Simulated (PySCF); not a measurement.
H$_{4}$Si$_{2}$, charge -1, doublet, geometry from GFN2-xTB (a state made from the parent by changing its charge; the spin is typed, not shown lowest) (in this run its highest filled SCF level lies above zero, so its values depend strongly on the basis, on diffuse functions most of all). Base run: PySCF with CAMB3LYP/STO-3G.

Input for PySCF:
```python
from pyscf import gto, scf, dft

mol = gto.M(
    atom='''
Si    0.026966    0.959268    0.752761
H    -0.501920    2.081281   -0.050370
Si    0.001772   -0.804460   -0.558020
H     0.839805   -0.898939   -1.808743
H    -1.275548   -1.392035   -1.104597
H     0.535330   -1.957621    0.237334
''',
    basis='sto-3g',
    charge=-1,
    spin=1,
    verbose=5,
)

mf = dft.UKS(mol)
mf.xc = 'camb3lyp'
mf.kernel()
```

Variants of this job, named by their change:

| change | ΔE vs base (µEh) | grid points | electrons on the grid |
|---|---|---|---|
| base | 0.0 | 77592 | 33.00000 |
| grids.level = 5 | 3.9 | 181264 | 33.00000 |
| grids.level = 1 | 7.0 | 22712 | 32.99999 |
| grids.becke_scheme = stratmann | 3.5 | 77592 | 33.00000 |
| grids.atom_grid = (30, 110) | 1350 | 14808 | 32.99957 |
| grids.atom_grid = (75, 302) | 4.8 | 87088 | 33.00000 |
| grids.prune = off | -0.1 | 129840 | 33.00000 |
| grids.radi_method = delley | 0.1 | 82152 | 33.00000 |
| grids.atom_grid = (150, 974) | 4.0 | 483000 | 33.00000 |
| grids.prune = dft.gen_grid.treutler_prune | -0.1 | 69744 | 33.00000 |
| grids.prune = dft.gen_grid.sg1_prune | 21.8 | 30000 | 33.00001 |

Open shells are given as the SCF converged; they aren't shown to be the lowest states, and a large step between rows can be another state.
